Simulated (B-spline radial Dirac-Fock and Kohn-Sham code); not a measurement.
# Cd 2s: cross section and angular parameters

System: neutral cadmium in the configuration [Kr] 4d10 5s2; threshold 4018.0 eV (tabulated edge). These are calculated numbers from a B-spline atomic structure program; the model is Dirac-Hartree-Slater photoionisation with a Latter tail; cross sections with all multipoles, angular parameters from the dipole term and its interference with E2.

```csv
hν (eV),σ (kb),β,γ
4930,23.3,1.993,0.211
5414.7,19.7,1.993,0.032
6000,16.4,1.993,-0.065
7470,10.8,1.994,-0.061
8060,9.35,1.994,-0.015
8290,?,?,?
8970,7.56,1.994,0.079
9160,7.24,1.994,0.101
11200,4.77,1.994,0.357
12000,4.12,1.994,0.460
13100,3.41,1.993,0.601
```

Question: Give the values at 8290 eV.

Answer: σ = 8.85 kb, β = 1.994, γ = 0.007. For an s subshell δ is negligible.
